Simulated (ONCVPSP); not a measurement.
## u(r) = r·R(r): atom against pseudo-atom (Ho (Z = 67))

Columns: radius, all-electron u(r) and pseudo u(r) of the 5p shell (level -29.13 eV) of holmium in the configuration [Kr] 4d10 4f10 5s2 5p6 5d1 6s2; PBE, scalar-relativistic, ONCV scheme, ONCVPSP 4.0.1.

```csv
r (bohr),all-electron,pseudo
0.152,0.3097,0.0258
0.305,-0.2035,0.0909
0.458,-0.4729,0.2008
0.610,-0.1468,0.3553
0.762,0.3069,0.5193
0.915,0.6597,0.6911
1.068,0.8636,0.8537
1.220,0.9433,0.9406
1.372,0.9379,0.9379
1.525,0.8803,0.8803
1.678,0.7955,0.7955
1.830,0.7008,0.7008
1.982,0.6060,0.6060
2.135,0.5163,0.5163
2.288,0.4353,0.4353
2.440,0.3646,0.3646
2.592,0.3036,0.3036
2.745,0.2513,0.2513
2.898,0.2073,0.2073
3.050,0.1707,0.1707
3.202,0.1402,0.1402
3.355,0.1147,0.1147
3.508,0.0937,0.0937
3.660,0.0766,0.0766
3.812,0.0624,0.0624
3.965,0.0508,0.0508
```

Problem. How many radial nodes do the two functions have?

Solution. The all-electron 5p function has n − l − 1 = 3 (the table is too coarse to show those close to the nucleus); the pseudo-wave has 0, since the states of the same l below it are removed with the core.

Problem. At about which radius was the pseudo-wave matched?

Solution. 1.50 bohr, where the columns begin to agree (steps of 0.15 bohr).

Problem. Where does each function peak?

Solution. Outermost all-electron maximum near 1.22 bohr, pseudo maximum near 1.22 bohr (to the table’s step).

Problem. Is the pseudo-wave norm-conserving?

Solution. Yes: the ONCV scheme keeps the norm inside the radius equal to the all-electron one, which fixes the energy derivative of the logarithmic derivative at the level.
